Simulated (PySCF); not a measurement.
C$_{5}$H$_{15}$Si$_{2}$, doublet, geometry from GFN2-xTB; HF/STO-3G in PySCF.

PySCF was given this input:
```python
from pyscf import gto, scf

mol = gto.Mole()
mol.atom = '''
    C     2.17446562   -1.12878097    1.19435852
    Si    1.29762067    0.34614813    0.33938496
    C     2.32409758    0.70124872   -1.24033135
    Si   -0.96432819    0.02672987   -0.03935888
    C    -1.49035723   -1.42290633   -1.19033081
    C    -1.82797218   -0.26401376    1.64094312
    C    -1.68500417    1.62379841   -0.80344824
    H     1.65494284   -1.42099595    2.10192749
    H     2.20108923   -1.99541943    0.53639155
    H     3.19993055   -0.89293156    1.46408418
    H     2.34762321   -0.17234055   -1.88916882
    H     1.89719080    1.52168682   -1.80920501
    H     3.35261542    0.96239990   -1.00817967
    H    -1.14184821   -2.37496139   -0.79866689
    H    -2.56974638   -1.49162789   -1.30457322
    H    -1.06354737   -1.30378371   -2.18274599
    H    -1.62496332    0.54771622    2.33208231
    H    -1.48593050   -1.18303910    2.10650811
    H    -2.90573206   -0.33691061    1.52875878
    H    -1.25315630    1.82398386   -1.77900752
    H    -2.76124254    1.55470751   -0.93134361
    H    -1.48469794    2.48514726   -0.17437394
'''
mol.basis = 'sto-3g'
mol.spin = 1
mol.verbose = 3
mol.build()

mf = scf.UHF(mol)
mf.kernel()
mf.analyze()
```

It wrote (shortened):

```
converged SCF energy = -767.034196695889  <S^2> = 0.75274239  2S+1 = 2.0027405
**** MO energy ****
                             alpha | beta                alpha | beta
MO #1   energy= -67.9685500952128  | -67.9682165231142  occ= 1 | 1
MO #2   energy= -67.9110708706539  | -67.9018325847954  occ= 1 | 1
MO #3   energy= -10.983075655036   | -10.9818968851815  occ= 1 | 1
MO #4   energy= -10.9798482667741  | -10.9800369520159  occ= 1 | 1
MO #5   energy= -10.9797950863093  | -10.9799843302112  occ= 1 | 1
MO #6   energy= -10.9782670187184  | -10.9787343564209  occ= 1 | 1
MO #7   energy= -10.9782152920715  | -10.9786846931886  occ= 1 | 1
MO #8   energy= -5.94993378880877  | -5.94930878774306  occ= 1 | 1
MO #9   energy= -5.91207991600838  | -5.89579678353586  occ= 1 | 1
MO #10  energy= -3.97602490326262  | -3.97464334692674  occ= 1 | 1
MO #11  energy= -3.97423135413475  | -3.97386571417992  occ= 1 | 1
MO #12  energy= -3.97385664570008  | -3.97382187239746  occ= 1 | 1
MO #13  energy= -3.94849374783963  | -3.92375418875461  occ= 1 | 1
MO #14  energy= -3.93109642767754  | -3.9225621697666   occ= 1 | 1
MO #15  energy= -3.9302890308238   | -3.90624972379384  occ= 1 | 1
MO #16  energy= -0.918344496247248 | -0.916302937576326 occ= 1 | 1
MO #17  energy= -0.900186225922222 | -0.894004277272897 occ= 1 | 1
MO #18  energy= -0.874519406013143 | -0.87473142417351  occ= 1 | 1
MO #19  energy= -0.874086483679708 | -0.872311258726951 occ= 1 | 1
MO #20  energy= -0.869242277989725 | -0.868471205748208 occ= 1 | 1
MO #21  energy= -0.642048411970078 | -0.614130942410687 occ= 1 | 1
MO #22  energy= -0.553677621381082 | -0.53481970427892  occ= 1 | 1
MO #23  energy= -0.526137838796934 | -0.519663636290965 occ= 1 | 1
MO #24  energy= -0.519608516284622 | -0.517988692357013 occ= 1 | 1
MO #25  energy= -0.518481884128873 | -0.517851592413264 occ= 1 | 1
MO #26  energy= -0.517942282126097 | -0.508769143204362 occ= 1 | 1
MO #27  energy= -0.508689907217379 | -0.503122771536733 occ= 1 | 1
MO #28  energy= -0.503707993679615 | -0.500686925495342 occ= 1 | 1
MO #29  energy= -0.499977246424782 | -0.497107564841164 occ= 1 | 1
MO #30  energy= -0.498416828656128 | -0.496122153073404 occ= 1 | 1
MO #31  energy= -0.496417907087716 | -0.49471174353359  occ= 1 | 1
MO #32  energy= -0.492698750602727 | -0.492200377782566 occ= 1 | 1
MO #33  energy= -0.374112257933845 | -0.370777058563427 occ= 1 | 1
MO #34  energy= -0.36682472612963  | -0.359715428619041 occ= 1 | 1
MO #35  energy= -0.351184282622498 | -0.346016224864643 occ= 1 | 1
MO #36  energy= -0.313267812029349 | -0.293901115241474 occ= 1 | 1
MO #37  energy= -0.212756944655005 | 0.227035089802026  occ= 1 | 0
MO #38  energy= 0.397021783290176  | 0.425802586914753  occ= 0 | 0
MO #39  energy= 0.4556201656763    | 0.471968637648297  occ= 0 | 0
MO #40  energy= 0.482861842933025  | 0.502128340959671  occ= 0 | 0
MO #41  energy= 0.535702736856072  | 0.537714322299502  occ= 0 | 0
MO #42  energy= 0.573315694241966  | 0.592505964158431  occ= 0 | 0
MO #43  energy= 0.581161419237116  | 0.601049454378404  occ= 0 | 0
MO #44  energy= 0.724793849375217  | 0.725693496005758  occ= 0 | 0
MO #45  energy= 0.725986586384361  | 0.726342124063984  occ= 0 | 0

To work with the spin densities directly, `use mulliken_meta_spin()` only printing them here.

 ** Mulliken spin pop alpha/beta on meta-lowdin orthogonal AOs **
 ** Mulliken Spin Density (per atom)  **
spin density of  0 C =     -0.01829
spin density of  1 Si =      0.95378
spin density of  2 C =     -0.01834
spin density of  3 Si =      0.02313
spin density of  4 C =      0.03045
spin density of  5 C =     -0.00448
spin density of  6 C =     -0.00456
spin density of  7 H =      0.00095
spin density of  8 H =      0.01694
spin density of  9 H =      0.00215
spin density of  10 H =      0.01695
spin density of  11 H =      0.00097
spin density of  12 H =      0.00214
spin density of  13 H =     -0.00178
spin density of  14 H =      0.00081
spin density of  15 H =     -0.00178
spin density of  16 H =      0.00003
spin density of  17 H =      0.00042
spin density of  18 H =      0.00002
spin density of  19 H =      0.00043
spin density of  20 H =     -0.00000
spin density of  21 H =      0.00004
 ** Mulliken pop alpha/beta on meta-lowdin orthogonal AOs **
 ** Mulliken atomic charges   ( Nelec_alpha | Nelec_beta ) **
charge of  0C =     -0.25749  (     3.11960      3.13789 )
charge of  1Si =      0.38295  (     7.28541      6.33163 )
charge of  2C =     -0.25750  (     3.11958      3.13792 )
charge of  3Si =      0.56336  (     6.72989      6.70676 )
charge of  4C =     -0.26147  (     3.14596      3.11551 )
charge of  5C =     -0.26759  (     3.13156      3.13603 )
charge of  6C =     -0.26764  (     3.13154      3.13610 )
charge of  7H =      0.02157  (     0.48969      0.48874 )
charge of  8H =      0.02306  (     0.49694      0.48000 )
charge of  9H =      0.02546  (     0.48835      0.48619 )
charge of  10H =      0.02307  (     0.49694      0.47999 )
charge of  11H =      0.02152  (     0.48972      0.48876 )
charge of  12H =      0.02546  (     0.48834      0.48620 )
charge of  13H =      0.02419  (     0.48701      0.48879 )
charge of  14H =      0.02847  (     0.48617      0.48536 )
charge of  15H =      0.02422  (     0.48700      0.48878 )
charge of  16H =      0.02283  (     0.48860      0.48857 )
charge of  17H =      0.02447  (     0.48798      0.48755 )
charge of  18H =      0.02689  (     0.48656      0.48654 )
charge of  19H =      0.02439  (     0.48802      0.48759 )
charge of  20H =      0.02689  (     0.48655      0.48656 )
charge of  21H =      0.02286  (     0.48859      0.48855 )
Dipole moment(X, Y, Z, Debye):  0.23240,  0.47205,  0.36754
```
